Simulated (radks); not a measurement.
Species: neutral antimony. Configuration: [Kr] 4d10 5s2 5p3.

Method: Dirac Kohn-Sham, LDA (Slater exchange, Perdew-Wang correlation), spin-unpolarised, spherical densities, point nucleus; open shells are shared between the two j in proportion to 2j + 1; speed of light set to 205.554 atomic units (1.5 times the physical value, a model run); computed with a radial shooting solver on a logarithmic mesh with Libxc functionals.

Energy parts (Ry):
| part | energy |
|---|---|
| total | -12764.00772 |
| kinetic | 13052.28930 |
| electron-nucleus | -30618.80821 |
| Hartree | 5127.45755 |
| exchange-correlation | -324.94636 |

Orbitals (lengths in bohr, moments of r in powers of bohr):
[
 {"orbital": "1s1/2", "occ.": "2", "eigenvalue (Ry)": "-2176.492", "<r^4>": "3.385e-06", "<1/r>": "52.04"},
 {"orbital": "2s1/2", "occ.": "2", "eigenvalue (Ry)": "-326.8066", "<r^4>": "0.0005966", "<1/r>": "11.99"},
 {"orbital": "2p1/2", "occ.": "2", "eigenvalue (Ry)": "-306.1693", "<r^4>": "0.0003865", "<1/r>": "11.99"},
 {"orbital": "2p3/2", "occ.": "4", "eigenvalue (Ry)": "-298.3458", "<r^4>": "0.0004154", "<1/r>": "11.62"},
 {"orbital": "3s1/2", "occ.": "2", "eigenvalue (Ry)": "-63.93045", "<r^4>": "0.02608", "<1/r>": "4.298"},
 {"orbital": "3p1/2", "occ.": "2", "eigenvalue (Ry)": "-55.40329", "<r^4>": "0.02517", "<1/r>": "4.219"},
 {"orbital": "3p3/2", "occ.": "4", "eigenvalue (Ry)": "-53.96654", "<r^4>": "0.02662", "<1/r>": "4.127"},
 {"orbital": "3d3/2", "occ.": "4", "eigenvalue (Ry)": "-38.41375", "<r^4>": "0.02227", "<1/r>": "3.986"},
 {"orbital": "3d5/2", "occ.": "6", "eigenvalue (Ry)": "-38.09816", "<r^4>": "0.02268", "<1/r>": "3.961"},
 {"orbital": "4s1/2", "occ.": "2", "eigenvalue (Ry)": "-10.43920", "<r^4>": "0.8113", "<1/r>": "1.720"},
 {"orbital": "4p1/2", "occ.": "2", "eigenvalue (Ry)": "-7.55050", "<r^4>": "1.057", "<1/r>": "1.609"},
 {"orbital": "4p3/2", "occ.": "4", "eigenvalue (Ry)": "-7.28241", "<r^4>": "1.124", "<1/r>": "1.579"},
 {"orbital": "4d3/2", "occ.": "4", "eigenvalue (Ry)": "-2.56194", "<r^4>": "2.758", "<1/r>": "1.304"},
 {"orbital": "4d5/2", "occ.": "6", "eigenvalue (Ry)": "-2.52075", "<r^4>": "2.827", "<1/r>": "1.296"},
 {"orbital": "5s1/2", "occ.": "2", "eigenvalue (Ry)": "-0.92016", "<r^4>": "54.66", "<1/r>": "0.5713"},
 {"orbital": "5p1/2", "occ.": "1", "eigenvalue (Ry)": "-0.38272", "<r^4>": "160.6", "<1/r>": "0.4491"},
 {"orbital": "5p3/2", "occ.": "2", "eigenvalue (Ry)": "-0.36309", "<r^4>": "175.3", "<1/r>": "0.4390"},
 {"orbital": "6s1/2", "occ.": "0", "eigenvalue (Ry)": "-0.03334", "<r^4>": "10400", "<1/r>": "0.1612"}
]

The highest occupied level is 5p3/2 at -4.940 eV. The density falls to 0.001 e/bohr^3 at r = 4.71 bohr.
